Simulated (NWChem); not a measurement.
Species: CH5FOSi2; SMILES O1[SiH2]C(F)[SiH2]1

```xyz
10

F     -0.2638    -2.1004     0.0000
C      0.4605    -0.9303     0.0000
Si     0.0031     0.4335     1.2775
O     -0.1674     1.5392     0.0000
Si     0.0031     0.4335    -1.2775
H      1.5413    -1.1660     0.0000
H      1.0686     0.8655     2.2269
H     -1.2715     0.1745     2.0038
H     -1.2715     0.1745    -2.0038
H      1.0686     0.8655    -2.2269
```
Atoms are numbered in this order, from 1.

Coordinates come from a PBE0/def2-SVP optimisation.

Problem. Give the principal values of the shielding tensors (ppm) of F1, C2, Si3, O4 from B3LYP/6-31G* (spherical d), GIAO (NWChem), with their diamagnetic and paramagnetic parts as GIAO splits them.

Solution. 
```
atom    σ11    σ22    σ33  isotropic  diamagnetic  paramagnetic
----  -----  -----  -----  ---------  -----------  ------------
F1    395.4  478.0  507.6      460.3        467.6          -7.3
C2     49.7   98.7  159.8      102.7        242.1        -139.4
Si3   327.0  364.6  455.0      382.2        881.0        -498.7
O4    230.7  276.6  340.1      282.5        387.8        -105.3
```
